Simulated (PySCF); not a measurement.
Species: C₅H₃F₄O (doublet state).
Structure used (GFN2-xTB), in Å, numbered top down from 1:
```
atom  x, y, z in Å
F1    -0.648    2.109    0.864
C2    -0.785    0.938    0.243
C3    -1.655    0.626   -0.733
O4    -1.528   -0.662   -1.108
C5    -0.574   -1.240   -0.345
C6     0.067   -0.258    0.571
C7     1.569   -0.035    0.245
F8     2.259   -1.175    0.384
F9     2.137    0.864    1.051
F10    1.754    0.381   -1.011
H11   -2.403    1.218   -1.221
H12   -0.251   -2.227   -0.595
H13    0.053   -0.538    1.637
```

The hyperfine couplings belong to this conformer and change with its torsions.

The species is `FC1=CO[CH][C@H]1C(F)(F)F` [radical].

The calculation used UKS B3LYP, pcH-1 on C F H O, non-relativistic, mean-field spin-orbit, GIAO (PySCF). Geometry: GFN2-xTB; no solvent, vibrations or thermal averaging. A GFN2-xTB geometry isn't a minimum of the functional, and hyperfine couplings can be far from their values at a DFT geometry. No stability test was run, so a lower SCF solution isn't excluded.

(1) Match the computed a_iso(19F) values +10.9, +6.5 MHz (means over equivalent nuclei) with the sites F1; F8/F9/F10.

(2) Match the computed a_iso(13C) values +122.7, +96.2, -37.5, +11.1, -9.1 MHz with the sites C2; C3; C5; C6; C7.

(3) The isotropic 1H couplings are +137.6, -59.3, +0.5 MHz. Assign them to H11; H12; H13.

Answers

(1) 
```
     site  a_iso (MHz)  ρ(0) (bohr⁻³)         position  distance from C5 (Å)  bound to  spin population there  largest |T| (MHz)
       F1        +10.9        +0.0026  3 bonds from C5                  3.56        C2                  +0.10               41.0
F8/F9/F10         +6.5        +0.0015  3 bonds from C5                  3.18        C7                  +0.06               16.4
```

(2) 
```csv
site,a_iso (MHz),ρ(0) (bohr⁻³),position,distance from C5 (Å),spin population,largest |T| (MHz)
C2,+11.1,+0.0099,2 bonds from C5,2.27,+0.10,15.9
C3,-9.1,-0.0081,2 bonds from C5,2.19,-0.05,8.5
C5,+96.2,+0.0856,largest spin population,0.00,+0.85,148.1
C6,-37.5,-0.0334,1 bond from C5,1.49,-0.07,2.4
C7,+122.7,+0.1091,2 bonds from C5,2.53,+0.06,15.1
```

(3) 
| site | a_iso (MHz) | ρ(0) (bohr⁻³) | position | distance from C5 (Å) | bound to | spin population there | largest \|T\| (MHz) |
| --- | --- | --- | --- | --- | --- | --- | --- |
| H11 | +0.5 | +0.0001 | γ, 3 bonds from C5 | 3.19 | C3 | -0.05 | 4.6 |
| H12 | -59.3 | -0.0133 | α, 1 bond from C5 | 1.07 | C5 | +0.85 | 35.8 |
| H13 | +137.6 | +0.0308 | β, 2 bonds from C5 | 2.19 | C6 | -0.07 | 7.7 |

ρ(0) is the spin density at the nucleus and T the dipolar tensor; entries for several nuclei are means. The largest Mulliken spin populations are on C5 (+0.85), C2 (+0.10), O4 (+0.09) and C6 (-0.07). C5 is the only atom above +0.15. The positive populations add up to 1.16 and the negative ones to -0.16, together 2S = 1. The angles at C5 add up to 358.7°, so it is planar; its axial dipolar tensor and the negative coupling of its proton fit spin in a p orbital normal to that plane.

Nuclei that the bonding pattern makes equivalent are averaged, as if the motion that swaps them (rotation, inversion, ring flip) were fast. The three 19F nuclei of mean +6.5 MHz run from 0.7 to 15.9 MHz in the frozen geometry.

The run took 65 s wall (grids of density and orbitals included) on an AMD EPYC 7B13 with one thread, shared host, and the process peaked at 0.96 GiB of memory.
